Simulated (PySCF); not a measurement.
Geometries of 2 isomers of C5H4F3NS, from PySCF 2.14.0, PBE0-D3(BJ)/def2-SVP geometry optimisation, gas phase. One conformer each, no zero-point energy, no frequencies.

Problem. Which isomer lies lower at this level?
A.
```xyz
14
angstrom
C     -2.563   -0.162   -0.102
C     -1.165    0.340    0.048
C      0.009   -0.464   -0.105
C      1.133    0.289    0.101
C      2.556   -0.169    0.021
F      3.231    0.140    1.131
F      2.624   -1.489   -0.146
F      3.196    0.404   -1.000
S      0.676    1.904    0.462
N     -0.944    1.603    0.344
H     -3.271    0.662    0.053
H     -2.776   -0.955    0.632
H     -2.724   -0.586   -1.104
H      0.019   -1.526   -0.348
```
B.
```xyz
14
angstrom
N     -2.851    0.255   -0.267
C     -1.508    0.057   -0.060
C     -0.890   -0.906    0.711
C      0.524   -0.843    0.627
C      0.972    0.155   -0.192
C      2.381    0.504   -0.504
F      2.669    0.360   -1.806
F      3.220   -0.276    0.182
F      2.670    1.778   -0.199
S     -0.347    1.039   -0.896
H     -3.458   -0.166    0.426
H     -3.141    1.188   -0.530
H     -1.440   -1.629    1.315
H      1.203   -1.509    1.161
```

Solution. B. That is `NC1=CC=C(C(F)(F)F)S1`, 3.1 kcal/mol below the other.

```tsv
SMILES	atoms numbered as above	E (Eh)	relative (kcal/mol)	relative (kJ/mol)	dipole (D)
Nc1ccc(C(F)(F)F)s1	[NH2:1][c:2]1[cH:3][cH:4][c:5]([C:6]([F:7])([F:8])[F:9])[s:10]1	-944.19020	0.0	0.0	4.71
Cc1cc(C(F)(F)F)sn1	[CH3:1][c:2]1[cH:3][c:4]([C:5]([F:6])([F:7])[F:8])[s:9][n:10]1	-944.18530	3.1	12.9	2.13
```

As drawn, the lower has an N–H bond, which the higher lacks.
